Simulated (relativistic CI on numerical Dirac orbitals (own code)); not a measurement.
**Ta45+: sensitivity of the levels to the model**

Base calculation: Dirac-Coulomb-Breit CI, orbitals from a KLI potential per configuration, a model potential for QED, unscaled Slater integrals.

Configuration list (outside the closed core [Ne]): 3s2 3p6 3d10, 3s2 3p6 3d9 4s, 3s2 3p6 3d9 4p, 3s2 3p6 3d9 4d, 3s2 3p5 3d10 4s, 3s2 3p6 3d9 4f, 3s2 3p5 3d10 4p, 3s2 3p6 3d8 4s2, 3s2 3p5 3d10 4d, 3s2 3p6 3d8 4s 4p, 3s 3p6 3d10 4s, 3s2 3p6 3d9 5s, 3s2 3p6 3d8 4p2, 3s2 3p5 3d10 4f, 3s2 3p6 3d8 4s 4d, 3s2 3p6 3d9 5p. Levels of other configurations are missing.

Variants: (1) Breit term removed; (2) one mean potential for all configurations. Shifts of the energy above 3s2 3p6 3d10 1S_0, in eV, for the lowest level and the first level of each name with at least 55 % of one term (blank where a level changes its place among those of its configuration and J or its character, or is not in the variant):

| Level | Base | Δ(1) | Δ(2) |
| --- | --- | --- | --- |
| 3s2 3p6 3d10 1S_0 | 0.00 | 0.00 | 0.00 |
| 3s2 3p6 3d9 4s 3D_3 | 1504.82 | +0.95 | -0.89 |
| 3s2 3p6 3d9 4s 1D_2 | 1506.66 | +0.89 | -0.89 |
| 3s2 3p6 3d9 4s 3D_1 | 1567.08 | +2.18 | -0.84 |
| 3s2 3p6 3d9 4s 3D_2 | 1568.27 | +2.26 | -0.84 |
| 3s2 3p6 3d9 4p 3F°_2 | 1661.25 | +1.21 | -0.82 |
| 3s2 3p6 3d9 4p 3F°_4 | 1694.72 | +0.99 | -0.86 |
| 3s2 3p6 3d9 4p 1P°_1 | 1697.79 | +0.84 | -0.84 |
| 3s2 3p6 3d9 4p 3D°_3 | 1699.80 | +0.86 | -0.84 |
| 3s2 3p6 3d9 4p 3P°_0 | 1753.73 | +2.01 | -0.79 |
| 3s2 3p6 3d9 4d 1P_1 | 1857.60 | +1.93 | -0.92 |
| 3s2 3p6 3d9 4d 3G_5 | 1859.16 | +2.10 | -0.91 |
| 3s2 3p6 3d9 4d 3D_3 | 1863.09 | +1.84 | -0.90 |
| 3s2 3p6 3d9 4d 3F_4 | 1864.95 | +1.87 | -0.90 |

At this charge energies of transitions that change n are usually good to better than 1 %, and those within a shell (Δn = 0) to a few per cent.

Ionisation energy from the two ground configurations alone: base 3894.84 eV; Breit term removed 3897.6 eV. The NIST ASD value (measured) is 3898.7 eV.

LS names give the leading component of a level, which can be under half, so a name can repeat, a term be missing and a line seem to break the LS rules.
